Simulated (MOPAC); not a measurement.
MOPAC input (AM1):

```
AM1 FORCE THERMO(298,298) PRECISE LET CHARGE=-1 GEO-OK AUX(PRECISION=9) THREADS=1
C4H2BrSe

Br    2.06637928 1   -1.07701689 1   -0.34297331 1
C     0.38782753 1   -0.26455727 1   -0.08847674 1
C     0.30735781 1    1.00267348 1    0.39808978 1
Se   -1.69529647 1    1.32806826 1    0.45303483 1
C    -1.97752411 1   -0.42018047 1   -0.23211088 1
C    -0.79557810 1   -1.02457719 1   -0.42379047 1
H    -2.98816995 1   -0.75977060 1   -0.39895240 1
H    -0.69878805 1   -2.04611944 1   -0.81489500 1
```

From the output:

```
     H    8   0.028319   5.718364

          HEAT OF FORMATION =      64.495226 KCALS/MOLE

          ZERO POINT ENERGY      27.595 KCAL/MOL

           NORMAL COORDINATE ANALYSIS (Total motion = 1 Angstrom)

   Root No.       1         2         3         4         5         6         7         8

                 1 A"      1 A'      2 A'      2 A"      3 A'      4 A'      3 A"      5 A'

                 139.2     204.9     264.2     324.8     494.2     526.8     546.6     663.4

           1   -0.0000   -0.0684    0.0839    0.0000   -0.0389   -0.0334   -0.0000    0.0123
           2    0.0000   -0.0506   -0.0305   -0.0000    0.0020   -0.0104    0.0000   -0.0007
           3   -0.0444   -0.0000   -0.0000    0.0039   -0.0000   -0.0000   -0.0051    0.0000
           4    0.0000   -0.0319    0.0190   -0.0000    0.0866    0.0666    0.0000   -0.1001
           5   -0.0000    0.1483    0.1459    0.0000    0.0619    0.0398   -0.0000   -0.0179
           6    0.2002    0.0000    0.0000   -0.0645    0.0000    0.0000    0.2160   -0.0000
           7    0.0000    0.0231    0.0428    0.0000    0.0670    0.4125   -0.0000    0.0659
           8   -0.0000    0.1187    0.1284   -0.0000    0.0766   -0.1470    0.0000   -0.1067
           9    0.2734    0.0000    0.0000    0.1114    0.0000   -0.0000   -0.1007    0.0000
          10   -0.0000    0.0942   -0.0647   -0.0000   -0.0393   -0.0181   -0.0000   -0.0080
          11    0.0000   -0.0179   -0.0251    0.0000   -0.0377    0.0449    0.0000   -0.0305
          12   -0.0448   -0.0000   -0.0000   -0.0189   -0.0000    0.0000   -0.0024   -0.0000
          13   -0.0000   -0.0685   -0.0877    0.0000    0.1717   -0.0559    0.0000   -0.0008
          14    0.0000    0.0469   -0.0079   -0.0000    0.0090   -0.0765   -0.0000    0.2609
          15   -0.0173    0.0000    0.0000    0.1471    0.0000   -0.0000    0.0570    0.0000
          16    0.0000   -0.0669   -0.0824   -0.0000    0.1645   -0.0656   -0.0000   -0.0075
          17   -0.0000    0.1292    0.0927    0.0000    0.0804   -0.0369    0.0000    0.0526
          18    0.1276    0.0000    0.0000   -0.1007    0.0000   -0.0000   -0.0772   -0.0000
          19   -0.0000   -0.1329   -0.1252    0.0000    0.1619   -0.0613   -0.0000   -0.0070
          20    0.0000   -0.0148   -0.0398   -0.0000    0.0012   -0.0742    0.0000    0.2429
          21   -0.1088    0.0000    0.0000    0.3072    0.0000   -0.0000   -0.0515   -0.0000
          22    0.0000   -0.1059   -0.1622   -0.0000    0.1626   -0.1343   -0.0000    0.1654
          23   -0.0000    0.1509    0.1417    0.0000    0.0806    0.0096    0.0000   -0.0473
          24    0.1835    0.0000    0.0000   -0.2464    0.0000    0.0000   -0.4902   -0.0000

   Root No.       9        10        11        12        13        14        15        16

                 4 A"      6 A'      5 A"      7 A'      8 A'      9 A'     10 A'     11 A'

                 778.9     853.9     926.1    1072.3    1213.1    1370.6    1672.9    1761.2

           1   -0.0000   -0.0111   -0.0000    0.0024    0.0016   -0.0030   -0.0012   -0.0007
           2    0.0000   -0.0005    0.0000   -0.0001    0.0000    0.0001   -0.0001    0.0006
           3   -0.0006    0.0000   -0.0005   -0.0000    0.0000    0.0000    0.0000   -0.0000
           4    0.0000    0.1554    0.0000   -0.0595   -0.0633    0.1392    0.1327   -0.0415
           5   -0.0000   -0.0075   -0.0000    0.0264    0.0439   -0.0919    0.3466   -0.0213
           6    0.0503   -0.0000    0.0394    0.0000    0.0000   -0.0000    0.0000   -0.0000
           7   -0.0000    0.0061   -0.0000    0.0044    0.0267   -0.0295   -0.1528    0.0282
           8    0.0000    0.0947    0.0000   -0.0127    0.0490   -0.0539   -0.2798    0.0341
           9   -0.0112    0.0000   -0.0089   -0.0000    0.0000    0.0000   -0.0000   -0.0000
          10    0.0000   -0.0007    0.0000    0.0021    0.0006   -0.0007    0.0002   -0.0004
          11   -0.0000   -0.0079   -0.0000   -0.0018    0.0013   -0.0007    0.0000   -0.0004
          12    0.0022   -0.0000    0.0003    0.0000   -0.0000   -0.0000    0.0000   -0.0000
          13   -0.0000   -0.0493    0.0000   -0.0037   -0.0180   -0.0856   -0.0366   -0.2573
          14    0.0000    0.0987   -0.0000   -0.0551   -0.0424   -0.0328    0.0047   -0.0040
          15   -0.0771    0.0000    0.0600   -0.0000   -0.0000   -0.0000   -0.0000    0.0000
          16   -0.0000   -0.0448   -0.0000   -0.0025   -0.0145   -0.0333    0.0543    0.2920
          17    0.0000   -0.1435    0.0000    0.0088   -0.0272    0.1723   -0.0640   -0.0330
          18   -0.0407   -0.0000   -0.1177    0.0000   -0.0000    0.0000   -0.0000    0.0000
          19    0.0000    0.1613   -0.0000    0.5171    0.0603    0.1009   -0.0264   -0.1664
          20   -0.0000    0.2893    0.0000    0.4414    0.0308    0.1656    0.0045    0.1171
          21    0.6228    0.0000   -0.2172    0.0000   -0.0000   -0.0000   -0.0000    0.0000
          22    0.0000   -0.0375    0.0000   -0.1440    0.5920    0.3031    0.1357    0.0048
          23   -0.0000   -0.1334   -0.0000    0.0943   -0.4091   -0.0464   -0.0865    0.1528
          24    0.1951   -0.0000    0.5560    0.0000   -0.0000   -0.0000   -0.0000    0.0000

   Root No.      17        18

                12 A'     13 A'

                3189.5    3300.4

           1    0.0001    0.0000
           2   -0.0000   -0.0000
           3    0.0000    0.0000
           4   -0.0017   -0.0010
           5   -0.0025    0.0017
           6    0.0000    0.0000
           7    0.0003   -0.0006
           8    0.0014   -0.0001
           9   -0.0000   -0.0000
          10    0.0001    0.0001
          11    0.0001   -0.0002
          12   -0.0000   -0.0000
          13   -0.0020    0.0544
          14   -0.0001   -0.0505
          15    0.0000   -0.0000
          16   -0.0394   -0.0051
          17   -0.0587   -0.0060
          18    0.0000   -0.0000
          19    0.0331   -0.6015
          20   -0.0351    0.6328
          21    0.0000    0.0000
          22    0.4644    0.0224
          23    0.7409    0.0356
          24    0.0000    0.0000

           MASS-WEIGHTED COORDINATE ANALYSIS (NORMAL COORDINATES)

   Root No.       1         2         3         4         5         6         7         8

                 1 A"      1 A'      2 A'      2 A"      3 A'      4 A'      3 A"      5 A'

                 139.2     204.9     264.2     324.8     494.2     526.8     546.6     663.4

           1   -0.0000   -0.4175    0.5529    0.0000   -0.2905   -0.1764   -0.0000    0.0946
           2    0.0000   -0.3086   -0.2011   -0.0000    0.0146   -0.0552    0.0000   -0.0053
           3   -0.2850   -0.0000   -0.0000    0.0396   -0.0000   -0.0000   -0.0446    0.0000
           4    0.0000   -0.0755    0.0485   -0.0000    0.2508    0.1365    0.0000   -0.2991
           5   -0.0000    0.3509    0.3728    0.0000    0.1792    0.0816   -0.0000   -0.0535
           6    0.4980    0.0000    0.0000   -0.2552    0.0000    0.0000    0.7339   -0.0000
           7    0.0000    0.0546    0.1095    0.0000    0.1939    0.8450   -0.0000    0.1971
           8   -0.0000    0.2807    0.3281   -0.0000    0.2216   -0.3010    0.0000   -0.3188
           9    0.6803    0.0000    0.0000    0.4411    0.0000   -0.0000   -0.3421    0.0000
          10   -0.0000    0.5716   -0.4242   -0.0000   -0.2916   -0.0952   -0.0000   -0.0612
          11    0.0000   -0.1089   -0.1642    0.0000   -0.2797    0.2360    0.0000   -0.2341
          12   -0.2860   -0.0000   -0.0000   -0.1919   -0.0000    0.0000   -0.0209   -0.0000
          13   -0.0000   -0.1621   -0.2242    0.0000    0.4972   -0.1146    0.0000   -0.0025
          14    0.0000    0.1109   -0.0201   -0.0000    0.0261   -0.1567   -0.0000    0.7798
          15   -0.0430    0.0000    0.0000    0.5822    0.0000   -0.0000    0.1938    0.0000
          16    0.0000   -0.1583   -0.2105   -0.0000    0.4762   -0.1344   -0.0000   -0.0223
          17   -0.0000    0.3056    0.2369    0.0000    0.2326   -0.0756    0.0000    0.1573
          18    0.3174    0.0000    0.0000   -0.3986    0.0000   -0.0000   -0.2625   -0.0000
          19   -0.0000   -0.0911   -0.0927    0.0000    0.1358   -0.0364   -0.0000   -0.0060
          20    0.0000   -0.0101   -0.0294   -0.0000    0.0010   -0.0440    0.0000    0.2103
          21   -0.0784    0.0000    0.0000    0.3523    0.0000   -0.0000   -0.0507   -0.0000
          22    0.0000   -0.0726   -0.1200   -0.0000    0.1364   -0.0797   -0.0000    0.1432
          23   -0.0000    0.1034    0.1049    0.0000    0.0676    0.0057    0.0000   -0.0410
          24    0.1323    0.0000    0.0000   -0.2826    0.0000    0.0000   -0.4826   -0.0000

   Root No.       9        10        11        12        13        14        15        16

                 4 A"      6 A'      5 A"      7 A'      8 A'      9 A'     10 A'     11 A'

                 778.9     853.9     926.1    1072.3    1213.1    1370.6    1672.9    1761.2

           1   -0.0000   -0.1008   -0.0000    0.0281    0.0172   -0.0269   -0.0064   -0.0047
           2    0.0000   -0.0047    0.0000   -0.0011    0.0002    0.0012   -0.0007    0.0039
           3   -0.0078    0.0000   -0.0053   -0.0000    0.0000    0.0000    0.0000   -0.0000
           4    0.0000    0.5494    0.0000   -0.2688   -0.2674    0.4865    0.2653   -0.1030
           5   -0.0000   -0.0264   -0.0000    0.1195    0.1855   -0.3210    0.6932   -0.0530
           6    0.2343   -0.0000    0.1781    0.0000    0.0000   -0.0000    0.0000   -0.0000
           7   -0.0000    0.0216   -0.0000    0.0199    0.1129   -0.1032   -0.3055    0.0700
           8    0.0000    0.3348    0.0000   -0.0573    0.2073   -0.1882   -0.5596    0.0847
           9   -0.0523    0.0000   -0.0403   -0.0000    0.0000    0.0000   -0.0000   -0.0000
          10    0.0000   -0.0060    0.0000    0.0245    0.0062   -0.0066    0.0011   -0.0028
```

The dipole moment of an ion depends on the origin.
